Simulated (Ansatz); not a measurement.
Molecule: CdI₂, net charge -1, doublet state. The spin state was set by rule; other spins were not relaxed. 
Coordinates optimised at B3LYP-D3(BJ)/def2-TZVP (Ansatz, a first-principles code):
```xyz
3

Cd    -0.5602     0.4137     0.5876
I      0.0328     1.8256    -1.8938
I      0.4746    -2.2003     1.3617
```
Charge -1, spin multiplicity 2.

Parts of the frozen-core correlation energy in def2-SVP (Ansatz, hartree). Frozen orbitals: 22; correlated occupied orbitals by spin: 14 and 13; virtual: 47 and 48. Open shells are spin-unrestricted. Spin-orbit coupling is left out. Past Kr the def2 sets carry scalar-relativistic core potentials.

| term | value |
|---|---|
| reference (HF) | -760.31234 |
| MP2 opposite-spin | -0.30332 |
| MP2 same-spin | ? |
| CCSD correlation | ? |
| (T) | ? |
| T1 diagnostic | 0.017 |
| largest doubles amplitude | 0.028 |
| <S^2> of the reference | 0.757 |

Task: Fill in the missing entries.

Result: 
- MP2 same-spin, value: -0.15823
- CCSD correlation, value: -0.47131
- (T), value: -0.00855
